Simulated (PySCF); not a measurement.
Computed IR spectrum (relative IR intensity) of a molecule C₅H₁₂Si. The structure is a stationary point at PBE0-D3(BJ)/def2-SVP. Other conformers were not sampled. These are PBE0-D3(BJ)/def2-SVP (PySCF) values and carry that method's errors. Frequencies are harmonic and unscaled.

Lines under 2 % of the strongest are left out, and lines within 2 cm⁻¹ are merged.

ν (cm⁻¹): 624 (m), 660 (w), 739 (m), 754 (w), 767 (w), 887 (vw), 929 (vs), 945 (m), 950 (w), 1405 (w), 1472 (vw), 1479 (vw), 1708 (m), 2212 (m), 2216 (m), 2235 (s), 3041 (w), 3052 (w), 3057 (w), 3098 (w), 3108 (w), 3142 (w), 3144 (w), 3153 (w), 3173 (vw) (against the strongest line: vs over 80 %, s over 45 %, m over 15 %, w over 4 %, vw less)

Task: Identify the compound among the candidates.
A) CCC/C=C\[SiH3]
B) CC/C=C/[SiH2]C
C) C[C@H]1C[C@@H]([SiH3])C1
D) C=C[SiH2]CCC

Result: A, CCC/C=C\[SiH3]
